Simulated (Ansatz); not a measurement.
`[SiH3][BH][GaH2]`, charge 0, multiplicity 1.

(1) Give a relaxed structure at PBE0-D4/def2-TZVP (Ansatz 0.2.0). (Estimate.)

Results:

(1) Computed: 
Z-matrix (Å, degrees):
```
Si
B 1 2.007
H 1 1.490 2 113.1
H 1 1.489 2 114.7 3 124.7
H 1 1.495 2 104.9 3 -117.6
Ga 2 2.057 1 124.5 3 -141.3
H 2 1.200 1 115.3 3 41.4
H 6 1.575 2 121.3 1 92.5
H 6 1.574 2 122.4 1 -85.7
```
This is one stationary point; other conformers may exist.
